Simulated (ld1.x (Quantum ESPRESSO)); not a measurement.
## W (Z = 74): TM pseudisation with PBE, scalar-relativistic reference atom.

ld1.x (Quantum ESPRESSO) 7.5 input, shortened:

```
&input
   title='W', zed=74., rel=1, dft='PBE', iswitch=3,
   config='[Xe] 4f14 5d4 6s1.5 6p0.5'
 /
 &inputp
   pseudotype=2, tm=.true., lloc=0,
   nlcc=.false.
 /
3
6P  2  1   0.50   0.00  2.55  2.55  0.0
5D  3  2   4.00   0.00  2.20  2.20  0.0
6S  1  0   1.50   0.00  2.15  2.15  0.0
 &test
   configts(1)='5d4 6s1.5 6p0.5'
 /
```

All-electron outer shells of the reference configuration (PBE, scalar-relativistic, ld1.x):

```csv
shell,level (eV),outermost node (bohr),outermost maximum (bohr)
5p,-44.03,0.57,1.09
4f,-34.03,–,0.43
6s,-6.26,1.28,2.64
5d,-5.22,0.63,1.49
6p,-1.77,1.53,3.70
```

Results:

```json
{
 "Cutoffs needed": "30 Ry and 35 Ry (the cutoffs (Ry, on a coarse ladder) from which the occupation-weighted sum of valence levels, in a spherical-Bessel basis at the reference potential, stays within 10 and 1 mRy of its value at 400 Ry)",
 "Ghost test": "no extra level below or beside the all-electron valence levels (p, d, s, f tested) (spherical-Bessel basis up to 400 Ry, 20 bohr box)",
 "Largest excitation error": "+68 meV (all-electron minus pseudo) for 5d4 6s0 6p0, out of 7 test configurations"
}
```

Generation and tests took about 2.2 s on one core of a shared server CPU.
